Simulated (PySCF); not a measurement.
Computed shifts of a molecule C₂H₄ClNSi, KT2/pcSseg-1 (PySCF), GIAO, gas phase, equivalent atoms averaged, in ppm (number of nuclei): ¹⁵N: 288.6 (1). ¹³C: 108.9 (1), 9.8 (1). ²⁹Si: -4.3 (1). ¹H: 5.59 (1), 5.44 (1), 2.29 (1), 1.98 (1). References: ¹⁵N against NH3 (σ = 266.2 ppm); ¹³C against TMS (σ = 185.1 ppm); ²⁹Si against TMS (σ = 361.9 ppm); ³⁵Cl against HCl (σ = 945.4 ppm); ¹H against TMS (σ = 31.47 ppm), references at their B3LYP-D3(BJ)/def2-TZVP geometries, non-relativistic (without spin–orbit terms, shifts of atoms bonded to Cl or Br come out too high). Geometry: B3LYP-D3(BJ)/def2-SVP. Other conformers were not sampled.

Problem. Pick the molecule that these values belong to.
A. C#C[Si@@H](N)Cl
B. Cl[Si@H]1C=NC1
C. N#CC[SiH2]Cl

Solution. C, N#CC[SiH2]Cl
